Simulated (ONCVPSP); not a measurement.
# Cutoff test, tellurium, ONCV

tellurium (Te), optimised norm-conserving Vanderbilt (ONCV), made with ONCVPSP 4.0.1 (LDA (Perdew-Zunger), scalar-relativistic). Core [Ar] 3d10, reference 4s2 4p6 4d10 5s2 5p2.5 (charge +1.5). Waves: 4s+5s: rc 1.05 bohr, ncon 5, nbas 10, qcut 8.7 1/bohr, 2 projectors; 4p+5p: rc 1.55 bohr, ncon 3, nbas 6, qcut 8.3 1/bohr, 2 projectors; 4d: rc 1.20 bohr, ncon 5, nbas 10, qcut 14.5 1/bohr, 2 projectors, debl 3.2 Ha. Local part: polynomial inside 0.90 bohr (lpopt 5, dvloc0 0 Ha). Core correction: Teter function, fcfact 4.5, rcfact 1.55.

Q: For each optimised wave give the share of its norm inside rc, the residual kinetic energy above qcut (Ha) and the cutoffs (Ha) for errors of 10, 1, 0.1 and 0.01 mHa per electron.

A:

```
         wave  norm inside rc  residual KE  10 mHa  1 mHa  0.1 mHa  0.01 mHa
           4s           0.870      5.1e-03    34.6  152.1    265.3     293.7
           5s           0.063      2.2e-03    31.1   42.9    117.1     260.1
           4p           0.982      2.9e-06    21.3   25.8     29.4      33.0
           5p           0.128      1.3e-06    18.2   23.8     28.1      31.7
           4d           0.761      4.5e-08    42.8   53.9     63.1      70.9
d projector 2           0.039      1.2e-08    34.1   47.2     59.3      70.2
```

The occupied waves need 152 Ha and 265 Ha for 1 and 0.1 mHa.
